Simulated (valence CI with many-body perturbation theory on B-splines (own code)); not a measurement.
## Energy levels of Re V

Computed by valence CI with perturbative core correlation (CI+MBPT): three valence electrons over a frozen Dirac-Fock core [Xe] 4f14, radial functions for each j: 7 s, 7 p, 8 d, 6 f, 4 g, 1 h, with the one-electron correlation potential Σ1, the two-electron term Σ2, the three-electron term Σ3, Breit, model QED; selected CI, second order for the rest, scaled by the run's own slope (own B-spline code, finite nucleus).

Against 69 measured levels this calculation errs by 1213 cm⁻¹ on average and by 2255 at most. These come from a selection out of Brasseur, Gamrath and Quinet, At. Data Nucl. Data Tables 157, 101636 (2024). Levels without a partner in it may be off by more, other configurations by 1,000 to 8,000 cm⁻¹. The list stops below the first excitations out of the core.

Levels 91 to 135 of 168, with energies above the lowest level, (5d3/2^3) J=3/2. "Leading %" is the weight of the configuration and term that name the level; weights of strongly mixed levels are sums over their largest components and can fall short. In the jj column 3d3/2^4 stands for four electrons in 3d with j = 3/2.

```csv
No.,Configuration,Term,J,E (cm⁻¹),Leading %,Second component,Leading jj,g
91,5d 6s 6p,4D°,7/2,225200,52,31 % 5d 6s 6p 4F°,5d3/2 6s 6p3/2 (65 %),1.326
92,5d 6s 6p,4P°,3/2,225260,55,23 % 5d 6s 6p 4D°,5d3/2 6s 6p3/2 (81 %),1.503
93,5d 6s 6p,4P°,1/2,226590,89,5 % 5d 6s 6p 4D°,5d3/2 6s 6p3/2 (95 %),2.447
94,5d 6s 6p,2F°,5/2,227510,54,33 % 5d 6s 6p 4P°,5d5/2 6s 6p1/2 (67 %),1.147
95,5d2 6d,4G,5/2,230560,55,36 % 5d2 6d 2F,5d3/2^2 6d3/2 (88 %),0.727
96,5d2 6d,4H,7/2,231210,72,21 % 5d2 6d 2G,5d3/2^2 6d3/2 (91 %),0.738
97,5d2 6d,2P,1/2,231530,50,43 % 5d2 6d 4D,5d3/2^2 6d3/2 (92 %),0.455
98,5d 6s 6p,4F°,9/2,231560,97,,5d5/2 6s 6p3/2 (97 %),1.334
99,5d2 6d,2F,5/2,234620,28,26 % 5d2 6d 4G,5d3/2^2 6d5/2 (81 %),0.959
100,5d2 6d,4G,7/2,234940,62,17 % 5d2 6d 2G,5d3/2^2 6d5/2 (76 %),1.004
101,5d2 6d,4D,3/2,235210,65,10 % 5d2 6d 4P,5d3/2^2 6d5/2 (82 %),1.175
102,5d2 6d,4H,9/2,235330,58,17 % 5d2 6d 2H,5d3/2^2 6d5/2 (78 %),1.001
103,5d2 6d,4P,1/2,235860,58,20 % 5d2 6d 4D,5d3/2^2 6d5/2 (84 %),1.907
104,5d 6s 6p,2D°,5/2,236000,32,31 % 5d 6s 6p 4P°,5d5/2 6s 6p3/2 (87 %),1.246
105,5d 6s 6p,2D°,3/2,237280,50,20 % 5d 6s 6p 4P°,5d5/2 6s 6p3/2 (39 %),1.089
106,5d2 6d,4F,3/2,237920,51,23 % 5d2 6d 2D,5d3/2^2 6d3/2 (79 %),0.719
107,5d 6s 6p,2F°,7/2,238140,78,15 % 5d 6s 6p 4D°,5d5/2 6s 6p3/2 (66 %),1.188
108,5d2 6d,2F,7/2,238910,42,20 % 5d2 6d 4G,5d3/2 5d5/2 6d3/2 (91 %),1.038
109,5d2 6d,4G,9/2,240750,44,28 % 5d2 6d 4H,5d3/2 5d5/2 6d3/2 (69 %),1.076
110,5d2 7s,4F,3/2,241180,79,8 % 5d2 7s 2D,5d3/2^2 7s (80 %),0.533
111,5d2 6d,4D,5/2,241330,49,29 % 5d2 6d 2F,5d3/2 5d5/2 6d5/2 (94 %),1.158
112,5d2 6d,4P,3/2,241620,27,21 % 5d2 6d 2P,5d3/2 5d5/2 6d3/2 (79 %),1.155
113,5d2 5f,4H°,7/2,241840,60,30 % 5d2 5f 2G°,5d3/2^2 5f5/2 (87 %),0.770
114,5d 6s 6p,2P°,1/2,241840,66,10 % 5d2 5f 2P°,5d5/2 6s 6p3/2 (50 %),0.749
115,5d 6s 6p,2F°,5/2,241910,67,12 % 5d2 5f 2F°,5d3/2 6s 6p3/2 (70 %),0.901
116,5d2 6d,4H,11/2,242010,74,16 % 5d2 6d 4G,5d3/2 5d5/2 6d5/2 (95 %),1.152
117,5d2 7s,4F,5/2,242010,47,35 % 5d2 7s 2F,5d3/2^2 7s (84 %),0.990
118,5d2 5f,4I°,9/2,242650,70,14 % 5d2 5f 4H°,5d3/2^2 5f5/2 (80 %),0.792
119,5d2 6d,2P,1/2,243060,46,31 % 5d2 6d 4D,5d3/2 5d5/2 6d5/2 (94 %),0.888
120,5d2 6d,2H,9/2,243130,58,29 % 5d2 6d 4G,5d3/2 5d5/2 6d5/2 (70 %),1.005
121,5d 6s 6p,2D°,3/2,243430,45,42 % 5d 6s 6p 2P°,5d5/2 6s 6p3/2 (51 %),1.083
122,5d2 6d,4F,5/2,243690,58,15 % 5d2 6d 2D,5d3/2 5d5/2 6d3/2 (81 %),1.091
123,5d2 6d,4D,7/2,244190,40,30 % 5d2 6d 2G,5d3/2 5d5/2 6d5/2 (83 %),1.152
124,5d2 6d,2D,3/2,245430,48,36 % 5d2 6d 4P,5d3/2 5d5/2 6d5/2 (90 %),1.161
125,5d2 5f,4I°,11/2,245610,56,22 % 5d2 5f 4H°,5d3/2^2 5f7/2 (68 %),1.010
126,5d 6s 6p,2P°,1/2,245760,33,28 % 5d2 5f 2P°,5d3/2^2 5f5/2 (60 %),0.766
127,5d2 6d,4G,11/2,245890,51,22 % 5d2 6d 4H,5d3/2 5d5/2 6d3/2 (36 %),1.189
128,5d2 5f,2G°,7/2,245910,32,21 % 5d2 5f 4H°,5d3/2^2 5f7/2 (73 %),0.969
129,5d2 5f,4H°,9/2,245960,62,12 % 5d2 5f 2H°,5d3/2^2 5f7/2 (55 %),0.978
130,5d2 6d,4P,5/2,246850,36,22 % 5d2 6d 4D,5d3/2 5d5/2 6d3/2 (50 %),1.334
131,5d2 6d,4F,3/2,247300,40,26 % 5d2 6d 2P,5d3/2^2 6d3/2 (71 %),0.857
132,5d2 6d,2F,7/2,247500,49,11 % 5d2 6d 4F,5d3/2 5d5/2 6d5/2 (35 %),1.126
133,5d2 5f,4D°,5/2,248120,34,25 % 5d2 5f 4F°,5d3/2^2 5f7/2 (83 %),1.144
134,5d2 6d,2G,9/2,248170,73,8 % 5d2 6d 4G,5d5/2^2 6d3/2 (36 %),1.108
135,5d2 6d,4H,13/2,248180,91,8 % 5d2 6d 2I,5d5/2^2 6d5/2 (52 %),1.218
```

Where two levels of one J and parity lie close, their mixing, g and order are uncertain.
